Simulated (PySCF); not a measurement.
PySCF input (BP86/6-31G* with LANL2DZ past Ar (5d)):

```python
from pyscf import gto, dft

mol = gto.M(
    atom='''
    Ge    0.62336813    1.08019113    0.18983970
    C    -0.39291352   -0.74283439   -0.11213957
    C    -0.62987351   -1.38702285    1.25183909
    C     0.50266225   -1.65389991   -0.94848295
    C    -1.73107671   -0.56676017   -0.82226645
    H     0.36974257    1.59372065   -1.33197103
    H    -0.69937607    1.84565374    0.74514246
    H    -1.11289486   -2.37558052    1.15654445
    H     0.31013044   -1.52742380    1.79375669
    H    -1.27678294   -0.76231171    1.87464685
    H     1.47569394   -1.80208370   -0.47073257
    H     0.68560082   -1.22473879   -1.93792700
    H     0.04652684   -2.64879313   -1.09601234
    H    -1.59624886   -0.10678876   -1.80361231
    H    -2.39665469    0.08182335   -0.24856155
    H    -2.24630831   -1.53648944   -0.96984472
    ''',
    basis={'default': '6-31g*', 'Ge': 'lanl2dz'},
    ecp={'Ge': 'lanl2dz'},
    charge=-1,
    spin=0,
    verbose=4,
)

mf = dft.RKS(mol, xc='bp86')
mf.grids.level = 3
mf.conv_tol = 1e-9
mf.max_cycle = 100
mf.max_memory = 1500
mf.kernel()
if not mf.converged:
    mf = mf.newton()
    mf.kernel(mf.make_rdm1())
mf.dip_moment()
```

Output:

```
PySCF version 2.14.0

[INPUT] verbose = 4
[INPUT] num. atoms = 16
[INPUT] num. electrons = 40
[INPUT] charge = -1
[INPUT] spin (= nelec alpha-beta = 2S) = 0
[INPUT] symmetry False subgroup None
[INPUT] Mole.unit = angstrom
[INPUT] Symbol           X                Y                Z      unit          X                Y                Z       unit  Magmom
[INPUT]  1 Ge     0.623368130000   1.080191130000   0.189839700000 AA    1.177995040482   2.041265397884   0.358745040570 Bohr   0.0
[INPUT]  2 C     -0.392913520000  -0.742834390000  -0.112139570000 AA   -0.742498943439  -1.403753553008  -0.211913075026 Bohr   0.0
[INPUT]  3 C     -0.629873510000  -1.387022850000   1.251839090000 AA   -1.190288427018  -2.621093315014   2.365633032125 Bohr   0.0
[INPUT]  4 C      0.502662250000  -1.653899910000  -0.948482950000 AA    0.949893985658  -3.125417867343  -1.792373009320 Bohr   0.0
[INPUT]  5 C     -1.731076710000  -0.566760170000  -0.822266450000 AA   -3.271260882513  -1.071021499612  -1.553858391918 Bohr   0.0
[INPUT]  6 H      0.369742570000   1.593720650000  -1.331971030000 AA    0.698712193893   3.011695547564  -2.517060452555 Bohr   0.0
[INPUT]  7 H     -0.699376070000   1.845653740000   0.745142460000 AA   -1.321629230375   3.487780089379   1.408115173185 Bohr   0.0
[INPUT]  8 H     -1.112894860000  -2.375580520000   1.156544450000 AA   -2.103066490836  -4.489196569652   2.185552261386 Bohr   0.0
[INPUT]  9 H      0.310130440000  -1.527423800000   1.793756690000 AA    0.586061594491  -2.886412658142   3.389708878206 Bohr   0.0
[INPUT] 10 H     -1.276782940000  -0.762311710000   1.874646850000 AA   -2.412770077117  -1.440560353449   3.542569126779 Bohr   0.0
[INPUT] 11 H      1.475693940000  -1.802083700000  -0.470732570000 AA    2.788657390280  -3.405444646543  -0.889555635213 Bohr   0.0
[INPUT] 12 H      0.685600820000  -1.224738790000  -1.937927000000 AA    1.295597780577  -2.314420887231  -3.662151279400 Bohr   0.0
[INPUT] 13 H      0.046526840000  -2.648793130000  -1.096012340000 AA    0.087922985041  -5.005493576329  -2.071163151744 Bohr   0.0
[INPUT] 14 H     -1.596248860000  -0.106788760000  -1.803612310000 AA   -3.016473172049  -0.201801509582  -3.408333300794 Bohr   0.0
[INPUT] 15 H     -2.396654690000   0.081823350000  -0.248561550000 AA   -4.529020979254   0.154623722094  -0.469713254597 Bohr   0.0
[INPUT] 16 H     -2.246308310000  -1.536489440000  -0.969844720000 AA   -4.244907497235  -2.903544234886  -1.832740904155 Bohr   0.0

nuclear repulsion = 163.645280599129
number of shells = 50
number of NR pGTOs = 164
number of NR cGTOs = 86
basis = {'default': '6-31g*', 'Ge': 'lanl2dz'}
ecp = {'Ge': 'lanl2dz'}

******** <class 'pyscf.dft.rks.RKS'> ********
method = RKS
initial guess = minao
damping factor = 0
level_shift factor = 0
DIIS = <class 'pyscf.scf.diis.CDIIS'>
diis_start_cycle = 1
diis_space = 8
diis_damp = 0
SCF conv_tol = 1e-09
SCF conv_tol_grad = None
SCF max_cycles = 100
direct_scf = True
direct_scf_tol = 1e-13
XC library pyscf.dft.libxc version 7.1.2
    S. Lehtola, C. Steigemann, M. J. T. Oliveira, and M. A. L. Marques,  SoftwareX 7, 1–5 (2018)
XC functionals = bp86
    A. D. Becke,  Phys. Rev. A 38, 3098 (1988)
    J. P. Perdew,  Phys. Rev. B 33, 8822 (1986)
    J. P. Perdew,  Phys. Rev. B 34, 7406–7406 (1986)
radial grids:
    Treutler-Ahlrichs [JCP 102, 346 (1995); DOI:10.1063/1.469408] (M4) radial grids

becke partition: Becke, JCP 88, 2547 (1988); DOI:10.1063/1.454033
pruning grids: <function nwchem_prune>
grids dens level: 3
symmetrized grids: False
atomic radii adjust function: <function treutler_atomic_radii_adjust>
small_rho_cutoff = 0
Set gradient conv threshold to 3.16228e-05
Initial guess from minao.
tot grids = 185000
init E= -150.708211009265
  HOMO = -0.0810547189480921  LUMO = 0.0102738231270223  gap/eV = 2.48518
cycle= 1 E= -162.574773735684  delta_E= -11.9  |g|= 0.837  |ddm|= 4.15
  HOMO = 0.0544544291472704  LUMO = 0.20829105943166  gap/eV = 4.18611
cycle= 2 E= -162.111810304519  delta_E= 0.463  |g|= 1.48  |ddm|= 3.11
  HOMO = 0.0329236142216143  LUMO = 0.183587996377273  gap/eV = 4.09979
cycle= 3 E= -162.805879510827  delta_E= -0.694  |g|= 0.201  |ddm|= 2.21
  HOMO = 0.0471942390790669  LUMO = 0.191575459646101  gap/eV = 3.92881
cycle= 4 E= -162.816768465918  delta_E= -0.0109  |g|= 0.0813  |ddm|= 0.387
  HOMO = 0.0430200065807149  LUMO = 0.189352669593557  gap/eV = 3.98191
cycle= 5 E= -162.818478459241  delta_E= -0.00171  |g|= 0.0198  |ddm|= 0.116
  HOMO = 0.0418762565577993  LUMO = 0.188868355546564  gap/eV = 3.99986
cycle= 6 E= -162.818593207152  delta_E= -0.000115  |g|= 0.00378  |ddm|= 0.0297
  HOMO = 0.0422534293311063  LUMO = 0.18896432527697  gap/eV = 3.99221
cycle= 7 E= -162.818598645243  delta_E= -5.44e-06  |g|= 0.000938  |ddm|= 0.00773
  HOMO = 0.0422488733361135  LUMO = 0.188926796435899  gap/eV = 3.99131
cycle= 8 E= -162.818598905491  delta_E= -2.6e-07  |g|= 0.000241  |ddm|= 0.00164
  HOMO = 0.0422440654434322  LUMO = 0.188920828224285  gap/eV = 3.99128
cycle= 9 E= -162.818598895604  delta_E= 9.89e-09  |g|= 8.24e-05  |ddm|= 0.000514
  HOMO = 0.0422482148838075  LUMO = 0.18892333724612  gap/eV = 3.99123
cycle= 10 E= -162.818598924275  delta_E= -2.87e-08  |g|= 1.62e-05  |ddm|= 0.000154
  HOMO = 0.0422448731636571  LUMO = 0.188921711574334  gap/eV = 3.99128
cycle= 11 E= -162.818598897763  delta_E= 2.65e-08  |g|= 4.36e-06  |ddm|= 3.69e-05
  HOMO = 0.0422454244137977  LUMO = 0.188921999741629  gap/eV = 3.99127
cycle= 12 E= -162.81859889777  delta_E= -6.93e-12  |g|= 5.33e-07  |ddm|= 9.24e-06
  HOMO = 0.0422453756727972  LUMO = 0.188921996134788  gap/eV = 3.99127
Extra cycle  E= -162.81859889777  delta_E= -7.96e-13  |g|= 7.2e-07  |ddm|= 2.79e-06
converged SCF energy = -162.81859889777

WARN: System has nonzero charge -1; the dipole moment is origin-dependent.
Location of origin: [0. 0. 0.]

Dipole moment(X, Y, Z, Debye): -1.60578, -3.46206, -0.40675
```

The dipole moment of an ion depends on the origin.
